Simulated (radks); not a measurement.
Species: neutral iridium. Configuration: [Xe] 4f14 5d7 6s1 7d1 (not the ground configuration). Method: scalar-relativistic Kohn-Sham, PBE, spin-polarised, spherical densities, point nucleus; open shells are filled with parallel spins first (spin-orbit coupling, left out, can overturn this in heavy ions); computed with a radial shooting solver on a logarithmic mesh with Libxc functionals. Some entries of the table are withheld. Estimate them.

orbital,occ.,eigenvalue (hartree),<r> (bohr)
1s up,1,-2798.278,0.01743
1s down,1,-2798.278,0.01743
2s up,1,-489.6971,0.07360
2s down,1,-489.6901,0.07360
2p up,3,-425.3922,0.06624
2p down,3,-425.3865,0.06624
3s up,1,-114.7124,0.1904
3s down,1,-114.7097,0.1904
3p up,3,-95.91326,0.1913
3p down,3,-95.91028,0.1913
3d up,5,-75.24082,0.1733
3d down,5,-75.23579,0.1733
4s up,1,-24.65540,0.4233
4s down,1,-24.64845,0.4233
4p up,3,-18.49098,0.4505
4p down,3,-18.48442,0.4505
4d up,5,-10.92592,0.4785
4d down,5,-10.91824,0.4783
5s up,1,-3.85575,0.9800
5s down,1,-3.80378,0.9757
4f up,7,-2.52006,0.5361
4f down,7,-2.50793,0.5343
5p up,3,-2.27299,(1)
5p down,3,-2.20607,(2)
5d up,5,-0.52769,1.668
6s up,1,-0.45857,2.675
5d down,2,-0.44215,1.676
6s down,0,-0.38549,2.759
7d up,1,-0.02290,18.35

Answer. 
(1) 5p up <r> (bohr): 1.137
(2) 5p down <r> (bohr): 1.130
